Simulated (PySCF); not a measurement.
SMILES Cl[Si](Cl)(Cl)[NH][GeH3] (PBE0/def2-SVP optimised geometry):

```
10

Si    -1.732    -0.586     0.000
Cl    -2.530    -1.540    -1.633
Cl    -2.339    -1.562     1.700
Cl    -2.528     1.307     0.000
N     -0.038    -0.586     0.000
Ge     1.129    -1.307     1.256
H      0.420    -0.131    -0.786
H      2.528    -0.988     0.704
H      0.916    -2.825     1.361
H      0.913    -0.635     2.621
```

Method: PySCF with PBE0/def2-TZVP.

What are the frontier orbital energies and the dipole moment?

HOMO-2 -9.41 eV, HOMO-1 -9.09 eV, HOMO -8.04 eV, LUMO -0.20 eV, LUMO+1 0.30 eV; dipole moment 2.49 D.

On the same geometry PBE/def2-TZVP in PySCF gives HOMO-2 -7.99 eV, HOMO-1 -7.67 eV, HOMO -6.64 eV, LUMO -1.14 eV, LUMO+1 -0.66 eV; dipole moment 2.40 D.

Meta-Löwdin charges at PBE0/def2-TZVP: Si1 1.05, Cl2 -0.28, Cl3 -0.27, Cl4 -0.28, N5 -0.79, Ge6 0.50, H7 0.26, H8 -0.06, H9 -0.06, H10 -0.06.
